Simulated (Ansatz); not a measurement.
Q: Name a neutral molecule of C, Cl, Ga, O and H with HOMO energy (PBE0/def2-TZVPP) between -9.20 and -8.90 eV and HOMO–LUMO gap (ωB97M-V/def2-TZVPP) between 11.85 and 12.15 eV (Ansatz, PBE0-D4/def2-TZVP geometry).

A: `C[O+]1[Ga-]([Cl])([Cl])[O+](C)[Ga-]1([Cl])[Cl]` (-9.11 eV, 12.05 eV). Other molecules can fit too; these were computed, each in one conformer that needn't be the lowest.
